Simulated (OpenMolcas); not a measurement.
# Lines of Mn II: computed and rescaled rates

```
Program             : OpenMolcas 26.06
Method              : RASSCF
Basis               : ANO-RCC-VTZP [6s5p3d2f1g]
Scalar Hamiltonian  : DKH2, point nucleus
Active space        : 6 electrons in 9 orbitals (RAS2 3d 4s; RAS3 4p, at most 2 electrons)
State averaging     : 2S+1 = 7 even, 1 root; 2S+1 = 5 even, 30 roots kept (CI in the orbitals of an earlier block); 2S+1 = 3 even, 35 roots kept (CI in the orbitals of an earlier block); 2S+1 = 1 even, 13 roots kept (CI in the orbitals of an earlier block); 2S+1 = 7 odd, 3 roots; 2S+1 = 5 odd, 3 roots kept (CI in the orbitals of an earlier block)
Spin-orbit coupling : state interaction with AMFI integrals over the reference wave functions, term energies averaged over their components
```

Rates come from the transition moments of the reference wave functions (E1 and E2 in the length form). At fixed line strength A goes as λ^-3 for E1 and M1 and as λ^-5 for E2, so a rate at the computed wavelength can be rescaled to the measured one. Measured vacuum wavelengths follow from level energies in NIST Handbook of Basic Atomic Spectroscopic Data. Branching counts decays inside the model space alone, at computed energies, and the table is only a selection of the E1 lines, drawn from those between levels with measured partners whose computed energy lies within a factor of 1.5 of the measured one.

```csv
Upper,Lower,Type,λ computed (nm),λ measured (nm),A computed (s-1),A rescaled (s-1),Branching %
3d⁵ 4p ⁷P°₄,3d⁵ 4s ⁷S₃,E1,269.3,257.7,3.10e+08,3.54e+08,100.0
3d⁵ 4p ⁷P°₃,3d⁵ 4s ⁷S₃,E1,271,259.4,3.04e+08,3.47e+08,99.9
3d⁵ 4p ⁷P°₂,3d⁵ 4s ⁷S₃,E1,272.2,260.6,3.00e+08,3.42e+08,100.0
3d⁵ 4p ⁵P°₁,3d⁵ 4s ⁵S₂,E1,312.6,293.4,1.89e+08,2.29e+08,100.0
3d⁵ 4p ⁵P°₂,3d⁵ 4s ⁵S₂,E1,313.4,294,1.87e+08,2.27e+08,99.7
3d⁵ 4p ⁵P°₃,3d⁵ 4s ⁵S₂,E1,314.7,295,1.84e+08,2.23e+08,99.5
```

The largest correction is for 3d⁵ 4p ⁵P°₃ → 3d⁵ 4s ⁵S₂ (E1): 1.84e+08 × (314.7 / 295)^3 = 2.23e+08 s-1, a factor of 1.21.

The computed rate and branching of 3d⁵ 4p ⁷P°₄ → 3d⁵ 4s ⁷S₃ give the upper level a radiative lifetime of 1.000 / 3.10e+08 s-1 = 3.23e-09 s, counting decays inside the model space alone. The rescaled rate gives about 2.8e-09 s.

No measured rate stands beside these. Rescaling mends the energy factor alone: line strengths can still be far off where a level mixes with configurations outside the active space, and weak or spin-changing lines hang on small mixing coefficients that depend on the term gaps too, so rescaling need not improve them.

Without dynamic correlation excited terms often stand tens of per cent too high (terms of higher spin than the ground term too low), and those without a measured partner can miss by more than the paired ones. Terms from blocks run as CI alone lack orbitals of their own. Computed and measured levels are paired by configuration, term and J; levels that our copy of the source lacks, or whose pairing is in doubt (as where it misses far off the trend of its configuration), stay unpaired. Only configurations of the active space appear.

° marks odd parity.
